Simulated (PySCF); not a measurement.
## Working out the excitation energy of Be

Be [He] 2s2 (1S) → Be [He] 2s1 3s1 (3S). Calculation: PySCF 2.14, in x2c-TZVPPall with one added diffuse shell of s type (6s3p1d, 20 functions); the spin-free X2C one-electron Hamiltonian (Gaussian nucleus). Frozen: nothing. Energies in hartree (1 hartree = 27.21139 eV):

```
            part  Be (lower)  Be (upper)
             UHF  -14.575080  -14.379484
CCSD correlation   -0.076260   -0.034928
             (T)   -0.000283   -0.000038
```

Question: What does Hartree-Fock give?

Answer: (-14.379484) − (-14.575080) = 0.195596 hartree = 5.322 eV.

Question: What do CCSD and CCSD(T) give?

Answer: The CCSD correlation energies differ by 0.041332 hartree = 1.125 eV and the triples by 0.000245 hartree = 0.007 eV, so CCSD gives 6.447 eV and CCSD(T) 6.454 eV.

Measured between the centres of the two terms (NIST): 6.457 eV, so CCSD(T) (valence and next inner shell) is off by -0.003 eV.

What remains against the reference includes basis incompleteness and higher excitations.
